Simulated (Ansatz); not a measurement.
Reaction (cleavage of the Si–B bond): `FB([SiH3])C[SiH3]` + `N[SiH](F)Br` → `F[SiH](Br)N[SiH3]` + `FBC[SiH3]`

Computed with Ansatz on PBE0-D4/def2-TZVP structures; ΔE is electronic, products minus reactants. CCSD(T)/CBS adds triple-zeta CCSD(T) − MP2 to the extrapolated MP2 energy (def2 sets, frozen cores). Functionals use def2-TZVPP. B3LYP here is the variant with VWN-RPA as its local correlation; programs differ in this. For Br outer-core shells are correlated without core-valence functions, which leaves a few kJ/mol of doubt a bond. Scalar relativity is left out up to krypton. Each species was taken in one conformer, which may not be the lowest.

`FB([SiH3])C[SiH3]`:

Cartesian coordinates in Å:
```
F -2.250 0.083 0.017
B -0.973 0.136 0.400
Si -0.357 -1.266 1.751
C -0.058 1.201 -0.244
Si 0.850 0.438 -1.717
H -1.123 -1.122 3.021
H 1.092 -1.124 2.063
H -0.592 -2.641 1.229
H 0.734 1.531 0.436
H -0.612 2.067 -0.621
H -0.120 0.022 -2.762
H 1.792 1.432 -2.292
H 1.619 -0.756 -1.278
```

`N[SiH](F)Br`:

Z-matrix (Å, degrees):
```
Si
F 1 1.594
Br 1 2.206 2 105.8
N 1 1.685 2 114.6 3 118.9
H 1 1.472 2 106.2 3 -118.7
H 4 1.006 1 122.4 2 -81.1
H 4 1.007 1 121.7 2 77.8
```

`F[SiH](Br)N[SiH3]`:

```xyz
10

F     0.338   -2.158    1.356
Si   -0.250   -1.457    0.054
Br    0.091   -2.885   -1.595
N     0.518    0.010   -0.303
Si    0.018    1.611    0.152
H    -1.688   -1.248    0.282
H     1.391   -0.062   -0.809
H     1.011    2.254    1.050
H    -0.150    2.472   -1.047
H    -1.277    1.463    0.859
```

`FBC[SiH3]`:

Z-matrix (Å, degrees):
```
C
B 1 1.543
Si 1 1.888 2 110.7
H 1 1.094 2 112.5 3 -119.3
H 1 1.094 2 111.4 3 117.0
F 2 1.328 1 119.8 3 93.6
H 2 1.201 1 123.7 3 -84.0
H 3 1.486 1 109.6 2 178.4
H 3 1.487 1 110.4 2 58.6
H 3 1.486 1 110.4 2 -61.6
```

CCSD(T)/CBS gives -18.8 kcal/mol.

(1) Another level gave -18.0 kcal/mol. Which?
A. B3LYP/def2-TZVPP
B. PBE0-D4/def2-TZVPP
C. MP2/def2-TZVPP
D. PBE/def2-TZVPP

Largest T1 diagnostic among the species: 0.013.

## Answers

(1) A. B3LYP -18.0, PBE0-D4 -15.7, MP2/def2-TZVPP -20.7, PBE -14.1 kcal/mol.

From PBE to PBE0 (25 % exact exchange), in def2-TZVPP and without D4, ΔE moves by −1.8 kcal/mol. In def2-TZVPP, CCSD(T) changes the Hartree–Fock value by +3.9 kcal/mol (the triples alone add +0.5 kcal/mol) and MP2 by +2.0 kcal/mol.
